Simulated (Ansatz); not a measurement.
Reactions of C₇H₁₈FHfNO, SMILES `C[N](C)[Hf]([OH])([F])[CH2]C(C)(C)C`.

Computed with Ansatz on PBE0-D4/def2-TZVP structures; ΔE is electronic, products minus reactants. CBS: MP2 limit from def2 TZ/QZ plus the TZ coupled-cluster correction, frozen cores. This one scheme is used for every species. Elements past krypton have def2 core potentials. For Hf, I outer-core shells are correlated without core-valence functions, which leaves a few kJ/mol of doubt a bond. One conformer a species, not always the lowest.

(1) Order these by ΔE at CCSD(T)/CBS, lowest first. (An estimate is asked.)
A. `C[N](C)[Hf]([OH])([F])[CH2]C(C)(C)C` → `C[N](C)[Hf]([CH3])([OH])[F]` + isobutene
B. `C[N](C)[Hf]([OH])([F])[CH2]C(C)(C)C` + CH₄ → `C[N](C)[Hf]([CH3])([OH])[F]` + `CC(C)(C)C`
C. `C[N](C)[Hf]([OH])([F])[CH2]C(C)(C)C` + HI → `CC(C)(C)I` + `C[N](C)[Hf]([CH3])([OH])[F]`
D. `C[N](C)[Hf]([OH])([F])[CH2]C(C)(C)C` + `CC(C)N` → `CC(C)NC(C)(C)C` + `C[N](C)[Hf]([CH3])([OH])[F]`
E. `C[N](C)[Hf]([OH])([F])[CH2]C(C)(C)C` + H₂ → `C[N](C)[Hf]([CH3])([OH])[F]` + `CC(C)C`
F. `C[N](C)[Hf]([OH])([F])[CH2]C(C)(C)C` + H₂O → `C[N](C)[Hf]([OH])([OH])[CH2]C(C)(C)C` + H–F
G. `C[N](C)[Hf]([OH])([F])[CH2]C(C)(C)C` + `OCC(F)(F)F` → `C[N](C)[Hf]([OH])([F])[O]CC(F)(F)F` + `CC(C)(C)C`

Largest T1 diagnostic: 0.015, for `C[N](C)[Hf]([CH3])([OH])[F]`.

## Answers

(1) G (-1.88 eV), E (-0.60 eV), C (-0.19 eV), B (-0.01 eV), D (+0.26 eV), F (+0.52 eV), A (+0.93 eV).
